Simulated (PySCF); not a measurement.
SrCl2, SMILES [Cl][Sr][Cl].

The structure is a stationary point at B3LYP-D3(BJ)/def2-TZVP. The isomer is the one that the SMILES or the coordinates give; other isomers of the formula were not compared. The def2 effective core potentials stand for the cores of Sr; spin–orbit coupling is left out.

Method: B3LYP/def2-TZVPD (PySCF).

Symmetry labels are those of the subgroup C2v that the program uses (full group C2v).

Computed valence orbital energies around the gap with their symmetry:
```json
[
 {"orbital": "HOMO−7", "symmetry": "A1", "energy (eV)": "-20.27"},
 {"orbital": "HOMO−6", "symmetry": "B2", "energy (eV)": "-19.96"},
 {"orbital": "HOMO−5", "symmetry": "A1", "energy (eV)": "-8.52"},
 {"orbital": "HOMO−4", "symmetry": "B2", "energy (eV)": "-7.92"},
 {"orbital": "HOMO−3", "symmetry": "A2", "energy (eV)": "-7.83"},
 {"orbital": "HOMO−2", "symmetry": "A1", "energy (eV)": "-7.72"},
 {"orbital": "HOMO−1", "symmetry": "B1", "energy (eV)": "-7.70"},
 {"orbital": "HOMO", "symmetry": "B2", "energy (eV)": "-7.65"},
 {"orbital": "LUMO", "symmetry": "A1", "energy (eV)": "-2.52"},
 {"orbital": "LUMO+1", "symmetry": "B1", "energy (eV)": "-1.02"},
 {"orbital": "LUMO+2", "symmetry": "A1", "energy (eV)": "-0.99"},
 {"orbital": "LUMO+3", "symmetry": "B2", "energy (eV)": "-0.39"}
]
```
